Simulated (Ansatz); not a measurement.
**Ligand exchange: C2H3F3 + C2H7AlO2 → C2H3F3O + C2H7AlO**

Gas-phase species: C2H3F3 `CC(F)(F)F`, singlet; C2H7AlO2 `C[CH2][Al]([OH])[OH]`, singlet; C2H3F3O (2,2,2-trifluoroethanol) `OCC(F)(F)F`, singlet; C2H7AlO `C[CH2][AlH][OH]`, singlet. The partners trade H for OH: C–H and Al–OH bonds give way to C–OH and Al–H.

Shapes, held fixed at every level: PBE0-D4/def2-TZVP. Flexible molecules stand in one conformer, not always the lowest. Programs: Ansatz 0.2.0. The zero-point and thermal change to 298 K, harmonic and unscaled (PBE0-D4/def2-TZVP), is -5.9 kJ/mol.

(1) Estimate ΔH(298 K) of this reaction.

## Answers

(1) The highest level, CCSD(T)/CBS estimate, gives ΔH(298 K) = +238.7 kJ/mol; the levels span +217.9 to +238.8. The column of differences is taken from that level and isn't an error. No measured value is set beside it here. The CBS estimate extrapolates MP2 from def2-TZVPP and def2-QZVPP and adds CCSD(T) − MP2 in the triple-zeta set, cores frozen.

```csv
level,kind,ΔH(298 K) (kJ/mol),less CCSD(T)/CBS estimate
HF/def2-SVP,Hartree–Fock,+217.9,-20.8
HF/def2-TZVPP,Hartree–Fock,+231.5,-7.2
SPW92/def2-TZVPP,LDA,+220.8,-17.9
r2SCAN-D4/def2-TZVPP,meta-GGA,+236.4,-2.3
BHLYP-D4/def2-TZVPP,global hybrid,+236.4,-2.3
r2SCAN0-D4/def2-TZVPP,global hybrid,+237.1,-1.6
B2PLYP/def2-TZVPP,double hybrid,+238.8,+0.1
CCSD(T)/CBS estimate,coupled cluster or CI,+238.7,0.0
```
